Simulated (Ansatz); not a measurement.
# From Cu to Au: the HOMO–LUMO gap

One atom is swapped for its congeners: C3H6CuN `CC#[N+][Cu-][CH3]`; C3H6AgN `CC#[N+][Ag-][CH3]`; C3H6AuN `CC#[N+][Au-][CH3]`. All are singlets with charge 0.

Shapes, held fixed at every level: PBE0-D4/def2-TZVP. Programs: Ansatz 0.2.0. Values in eV.

(1) How should the HOMO–LUMO gap change along the series?

Answers

(1) At wB97X-V/def2-TZVPP the HOMO–LUMO gap isn't monotonic: it is largest for Au and smallest for Ag (10.06 and 9.24 eV). 2 of 6 levels show this order throughout; 2 agree on the largest and the smallest. For atoms past krypton def2 sets carry core potentials with scalar relativity. Orbital gaps aren't excitation energies, and the LUMO depends on the basis.

```json
{"level": "SPW92/def2-TZVPP", "C3H6CuN": "3.07", "C3H6AgN": "3.13", "C3H6AuN": "4.04"}
{"level": "PBE-D4/def2-TZVPP", "C3H6CuN": "3.05", "C3H6AgN": "3.08", "C3H6AuN": "3.98"}
{"level": "r2SCAN-D4/def2-TZVPP", "C3H6CuN": "3.29", "C3H6AgN": "3.40", "C3H6AuN": "4.38"}
{"level": "BHLYP-D4/def2-TZVPP", "C3H6CuN": "6.81", "C3H6AgN": "6.72", "C3H6AuN": "7.65"}
{"level": "r2SCAN0-D4/def2-TZVPP", "C3H6CuN": "5.12", "C3H6AgN": "5.19", "C3H6AuN": "6.14"}
{"level": "wB97X-V/def2-TZVPP", "C3H6CuN": "9.41", "C3H6AgN": "9.24", "C3H6AuN": "10.06"}
```
